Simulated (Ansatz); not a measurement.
Geometry optimisation of GeH2MeF (CH₅FGe).

```yaml
crystal:
  periodic: [false, false, false]
  atoms:
    - {symbol: Ge, position_ang: [0.512360, -0.643430, 0.367810]}
    - {symbol: H, position_ang: [0.461050, -0.854410, 1.856560]}
    - {symbol: H, position_ang: [1.892910, -0.876560, -0.181730]}
    - {symbol: C, position_ang: [-0.481640, 0.890370, -0.349270]}
    - {symbol: H, position_ang: [-0.076590, 1.831180, 0.008880]}
    - {symbol: H, position_ang: [-1.523860, 0.821070, -0.046240]}
    - {symbol: H, position_ang: [-0.437450, 0.882890, -1.435790]}
    - {symbol: F, position_ang: [-0.346780, -2.051100, -0.220220]}
basis:
  gaussian: {orbitals: def2-TZVP}
hamiltonian: {xc: r2scan, dispersion: d4}
scf: {lower_state_search: "off"}
output: {orbitals: {seedname: orbitals}}
relax: {f_tol: 0.02, max_steps: 100}
```

```sh
$ ansatz run in.yaml --threads 4 --pin off --events-out ev --progress --plain --max-ram 3916MiB
```

Output, abridged:

```
Functional definition: r2SCAN
mean field -60354.29039969 eV, -2217.9792625814 hartree, gradient 5.0e-6 eV, S^2 0.000000; 0 other end points of the search recorded, 0 dependent functions left out
relax step   1: F+E_penalty+E_count = -60354.31611891 eV  Δ(F+E_penalty+E_count) = +0.000e0 eV  max|allowed force component| = 7.544e-1 eV/Å  Δτ_max = 0.0000 Å  (16 SCF iters, accepted)
mean field -60354.34205500 eV, -2217.9811608788 hartree, gradient 3.0e-6 eV, S^2 0.000000; 0 other end points of the search recorded, 0 dependent functions left out
relax step   2: F+E_penalty+E_count = -60354.36788458 eV  Δ(F+E_penalty+E_count) = -5.177e-2 eV  max|allowed force component| = 1.860e-1 eV/Å  Δτ_max = 0.0758 Å  (21 SCF iters, accepted)
mean field -60354.34497263 eV, -2217.9812681000 hartree, gradient 3.0e-6 eV, S^2 0.000000; 0 other end points of the search recorded, 0 dependent functions left out
relax step   3: F+E_penalty+E_count = -60354.37079593 eV  Δ(F+E_penalty+E_count) = -2.911e-3 eV  max|allowed force component| = 8.017e-2 eV/Å  Δτ_max = 0.0150 Å  (21 SCF iters, accepted)
mean field -60354.34547808 eV, -2217.9812866749 hartree, gradient 3.0e-6 eV, S^2 0.000000; 0 other end points of the search recorded, 0 dependent functions left out
relax step   4: F+E_penalty+E_count = -60354.37130455 eV  Δ(F+E_penalty+E_count) = -5.086e-4 eV  max|allowed force component| = 3.696e-2 eV/Å  Δτ_max = 0.0112 Å  (22 SCF iters, accepted)
mean field -60354.34565552 eV, -2217.9812931956 hartree, gradient 3.0e-6 eV, S^2 0.000000; 0 other end points of the search recorded, 0 dependent functions left out
relax step   5: F+E_penalty+E_count = -60354.37148247 eV  Δ(F+E_penalty+E_count) = -1.779e-4 eV  max|allowed force component| = 3.650e-3 eV/Å  Δτ_max = 0.0150 Å  (22 SCF iters, accepted)
Total energy: -60354.37149254 eV, -2217.9822426885 hartree
Atom 0 at     0.479620    -0.674215     0.345457 Å, force    -0.000256     0.001183     0.000427 eV/Å
Atom 1 at     0.429212    -0.793163     1.875237 Å, force    -0.000980    -0.000217    -0.001372 eV/Å
Atom 2 at     1.913839    -0.798065    -0.187973 Å, force    -0.001391     0.000800     0.000658 eV/Å
Atom 3 at    -0.474608     0.864132    -0.343144 Å, force     0.002363     0.003650     0.000696 eV/Å
Atom 4 at    -0.018778     1.788790     0.016001 Å, force     0.001436    -0.001912    -0.000625 eV/Å
Atom 5 at    -1.512872     0.832118    -0.011853 Å, force    -0.001166    -0.000374     0.001354 eV/Å
Atom 6 at    -0.449136     0.859313    -1.433090 Å, force    -0.001201    -0.001940    -0.000540 eV/Å
Atom 7 at    -0.367277    -2.078901    -0.260634 Å, force     0.001196    -0.001190    -0.000598 eV/Å
Dipole moment:     0.120643     0.481884     0.085749 e Å
Checks for a lower state left out: stability, starts, cluster_reference, orbital_swaps, neighbouring_geometries, increment
```

It took 9.5 s on 4 threads of Arm Neoverse V1 on a shared host.
